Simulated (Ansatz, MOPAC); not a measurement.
Molecule: CBrF2 (charge +1, singlet). SMILES of the parent species: [C](Br)(F)F

Atoms: F1, C2, F3, Br4. Bonds: F1-C2, C2-F3, C2-Br4.

Bond lengths (Å) and angles (degrees) optimised at PM6 with MOPAC; HF/STO-3G with Ansatz (a first-principles code); B3LYP/LANL2DZ with Ansatz; B3LYP/6-31G* with LANL2DZ past Ar with Ansatz, each started from the B3LYP-D3(BJ)/def2-TZVP structure (Ansatz) of the last column. A row stands for all coordinates that are equal there. 6-31G* holds six Cartesian d functions. No wavenumbers were computed at HF/STO-3G, B3LYP/LANL2DZ, so these may be saddle points.

```
coordinate    PM6  HF/STO-3G  B3LYP/LANL2DZ  B3LYP/6-31G* with LANL2DZ past Ar  B3LYP-D3(BJ)/def2-TZVP
----------  -----  ---------  -------------  ---------------------------------  ----------------------
F1-C2       1.290      1.297          1.311                              1.259                   1.255
C2-Br4      1.825      1.825          1.833                              1.830                   1.787
F1-C2-F3    107.9      114.1          114.3                              115.8                   115.2
F1-C2-Br4   126.0      122.9          122.8                              122.1                   122.4
```

Mean signed difference of all 3 bond lengths from B3LYP-D3(BJ)/def2-TZVP: PM6 0.036 Å, HF/STO-3G 0.041 Å, B3LYP/LANL2DZ 0.052 Å, B3LYP/6-31G* with LANL2DZ past Ar 0.017 Å.
